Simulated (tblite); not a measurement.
Compound: CH14GeSSi4.
Atom-mapped SMILES: `[CH3:1][Si@H:2]([S:3][SiH3:4])[GeH2:5][SiH2:6][SiH3:7]` (hydrogens: H8, H9, H10 on C1; H11 on Si2; H12, H13, H14 on Si4; H15, H16 on Ge5; H17, H18 on Si6; H19, H20, H21 on Si7)

Computed with GFN2-xTB (tblite), gas phase: L-BFGS steps from a force-field or distance-geometry start until the largest atomic force falls under 0.01 eV/Å.

Step 3: E = -582.5222 eV
```
atom  x, y, z in Å  |  force x, y, z in eV/Å
C1      1.2224   -1.9285    2.0882    0.180   0.091  -0.310
Si2     1.4548   -0.8883    0.5373   -0.060   0.001  -0.130
S3      1.3410    1.2098    1.1053    0.147  -0.155  -0.173
Si4     1.8856    1.9467   -0.8167    0.069   0.003  -0.149
Ge5    -0.2404   -1.4078   -0.9685   -0.078   0.062   0.245
Si6    -2.2879   -0.6749   -0.1644   -0.112   0.339  -0.078
Si7    -2.4200    1.6047   -0.4697   -0.004  -0.310  -0.109
H8      1.2876   -2.9690    1.8080   -0.008  -0.219   0.046
H9      1.9884   -1.7119    2.8089    0.173  -0.005   0.368
H10     0.2587   -1.7466    2.5250   -0.315   0.033   0.254
H11     2.7716   -1.1362   -0.0307    0.319   0.051   0.031
H12     0.8224    1.6270   -1.7643   -0.019  -0.005   0.021
H13     3.1284    1.2901   -1.2114   -0.009  -0.004   0.002
H14     2.0741    3.3734   -0.7259   -0.014   0.195   0.165
H15     0.0596   -0.7798   -2.3133   -0.009  -0.350  -0.049
H16    -0.2615   -2.9095   -1.1359    0.176   0.039  -0.294
H17    -2.3841   -0.9735    1.2640   -0.072  -0.208   0.042
H18    -3.3561   -1.3304   -0.9018   -0.242  -0.245   0.043
H19    -3.7647    2.0263   -0.1235   -0.155   0.265  -0.014
H20    -1.4430    2.2668    0.3713    0.067   0.255   0.049
H21    -2.1458    1.8913   -1.8825   -0.037   0.168   0.042
```

Step 4: E = -582.5807 eV
```
atom  x, y, z in Å  |  force x, y, z in eV/Å
C1      1.2288   -1.9219    2.0826    0.008  -0.022   0.079
Si2     1.4642   -0.9052    0.5259   -0.002   0.242  -0.208
S3      1.3600    1.2105    1.0754    0.033  -0.335   0.132
Si4     1.8906    1.9564   -0.8263    0.086   0.044  -0.191
Ge5    -0.2523   -1.4097   -0.9668   -0.059   0.118   0.460
Si6    -2.3058   -0.6758   -0.1657   -0.133   0.358  -0.071
Si7    -2.4243    1.6157   -0.4694   -0.012  -0.364  -0.074
H8      1.2842   -2.9640    1.8212    0.041  -0.373  -0.068
H9      1.9788   -1.7225    2.8251    0.275   0.081   0.277
H10     0.2669   -1.7551    2.5371   -0.300   0.127   0.108
H11     2.7979   -1.1281   -0.0254    0.204   0.021   0.042
H12     0.8245    1.6266   -1.7566   -0.104  -0.005  -0.107
H13     3.1232    1.2899   -1.2079    0.129  -0.028  -0.089
H14     2.0706    3.3794   -0.7089    0.003   0.245   0.124
H15     0.0560   -0.8229   -2.3038    0.043  -0.140  -0.290
H16    -0.2429   -2.8906   -1.1640    0.129  -0.212  -0.246
H17    -2.3906   -0.9923    1.2632   -0.069  -0.169  -0.013
H18    -3.3751   -1.3518   -0.8945   -0.156  -0.172   0.076
H19    -3.7692    2.0479   -0.1280   -0.125   0.237  -0.014
H20    -1.4455    2.2851    0.3673    0.043   0.203   0.039
H21    -2.1487    1.9081   -1.8810   -0.035   0.143   0.034
```

Step 5: E = -582.6184 eV
```
atom  x, y, z in Å  |  force x, y, z in eV/Å
C1      1.2332   -1.9183    2.0815   -0.076  -0.134   0.293
Si2     1.4716   -0.9132    0.5143    0.094   0.246  -0.087
S3      1.3739    1.2054    1.0568   -0.023  -0.346   0.263
Si4     1.8956    1.9646   -0.8363    0.069   0.088  -0.149
Ge5    -0.2618   -1.4092   -0.9578   -0.041   0.087   0.405
Si6    -2.3211   -0.6715   -0.1676   -0.176   0.211  -0.025
Si7    -2.4278    1.6186   -0.4700   -0.037  -0.199  -0.001
H8      1.2824   -2.9661    1.8294    0.060  -0.288  -0.087
H9      1.9759   -1.7288    2.8404    0.228   0.105   0.108
H10     0.2686   -1.7590    2.5468   -0.174   0.161  -0.036
H11     2.8197   -1.1220   -0.0208    0.092   0.002   0.051
H12     0.8241    1.6262   -1.7531   -0.133   0.006  -0.170
H13     3.1219    1.2892   -1.2071    0.206  -0.030  -0.149
H14     2.0682    3.3876   -0.6948    0.007   0.208   0.088
H15     0.0542   -0.8557   -2.3022    0.053  -0.021  -0.345
H16    -0.2275   -2.8809   -1.1880    0.088  -0.299  -0.175
H17    -2.3965   -1.0084    1.2621   -0.070  -0.120  -0.080
H18    -3.3910   -1.3697   -0.8877   -0.067  -0.093   0.110
H19    -3.7740    2.0670   -0.1316   -0.040   0.185  -0.029
H20    -1.4470    2.3013    0.3647   -0.028   0.116  -0.014
H21    -2.1514    1.9224   -1.8794   -0.033   0.114   0.028
```

Step 6: E = -582.6512 eV
```
atom  x, y, z in Å  |  force x, y, z in eV/Å
C1      1.2365   -1.9180    2.0856   -0.090  -0.180   0.320
Si2     1.4807   -0.9167    0.5031    0.175   0.080   0.161
S3      1.3866    1.1942    1.0443   -0.034  -0.212   0.248
Si4     1.9015    1.9742   -0.8483    0.026   0.073  -0.032
Ge5    -0.2715   -1.4075   -0.9425    0.005  -0.020   0.134
Si6    -2.3393   -0.6639   -0.1696   -0.192  -0.021   0.033
Si7    -2.4319    1.6183   -0.4703   -0.070   0.077   0.058
H8      1.2819   -2.9724    1.8359    0.062  -0.109  -0.051
H9      1.9771   -1.7328    2.8562    0.116   0.090  -0.074
H10     0.2669   -1.7594    2.5551   -0.014   0.158  -0.155
H11     2.8419   -1.1163   -0.0154   -0.011  -0.017   0.054
H12     0.8212    1.6261   -1.7532   -0.100   0.036  -0.174
H13     3.1249    1.2881   -1.2095    0.209   0.005  -0.179
H14     2.0660    3.3991   -0.6798    0.004   0.115   0.050
H15     0.0535   -0.8870   -2.3071    0.024   0.045  -0.239
H16    -0.2114   -2.8775   -1.2139    0.041  -0.254  -0.068
H17    -2.4034   -1.0258    1.2592   -0.076  -0.062  -0.132
H18    -3.4071   -1.3883   -0.8791    0.007  -0.015   0.130
H19    -3.7790    2.0887   -0.1357    0.056   0.122  -0.045
H20    -1.4494    2.3184    0.3617   -0.106   0.013  -0.073
H21    -2.1545    1.9381   -1.8773   -0.033   0.076   0.034
```

Task: Estimate the geometry and energy of step 7. (The exact step hangs on the optimiser's Hessian estimate; all steps are aligned on step 6, rigid shifts and turns removed.)

Result: E = -582.6671 eV, largest force 0.321 eV/Å
```
atom  x, y, z in Å  |  force x, y, z in eV/Å
C1      1.2371   -1.9212    2.0919   -0.039  -0.136   0.192
Si2     1.4874   -0.9169    0.5017    0.155  -0.080   0.270
S3      1.3915    1.1852    1.0435   -0.009  -0.059   0.153
Si4     1.9046    1.9793   -0.8541   -0.001   0.012   0.043
Ge5    -0.2755   -1.4070   -0.9332    0.046  -0.090  -0.060
Si6    -2.3507   -0.6600   -0.1700   -0.134  -0.117   0.037
Si7    -2.4349    1.6186   -0.4697   -0.078   0.190   0.053
H8      1.2829   -2.9776    1.8377    0.049  -0.009   0.002
H9      1.9804   -1.7326    2.8624    0.042   0.056  -0.123
H10     0.2646   -1.7563    2.5564    0.048   0.127  -0.165
H11     2.8516   -1.1142   -0.0121   -0.035  -0.026   0.052
H12     0.8181    1.6268   -1.7566   -0.033   0.064  -0.125
H13     3.1301    1.2878   -1.2139    0.140   0.057  -0.165
H14     2.0651    3.4065   -0.6723   -0.001   0.036   0.032
H15     0.0536   -0.8998   -2.3138   -0.007   0.047  -0.107
H16    -0.2036   -2.8809   -1.2264    0.016  -0.163  -0.004
H17    -2.4079   -1.0346    1.2556   -0.083  -0.040  -0.117
H18    -3.4142   -1.3968   -0.8729    0.006   0.002   0.116
H19    -3.7804    2.1005   -0.1382    0.072   0.099  -0.044
H20    -1.4521    2.3264    0.3593   -0.121  -0.022  -0.081
H21    -2.1566    1.9464   -1.8757   -0.033   0.053   0.041
```

The energy changes by -0.0159 eV. The first-order estimate −F·Δx gives -0.0222 eV and the mean of the old and new forces, exact on a quadratic surface, -0.0159 eV. The step makes an angle of 57° with the force vector and moves no atom by more than 0.015 Å.

What follows is the cost of the whole relaxation. Hardware: one thread of an Intel Xeon at 2.50 GHz, no GPU (shared host). Cost: 7.0 s.
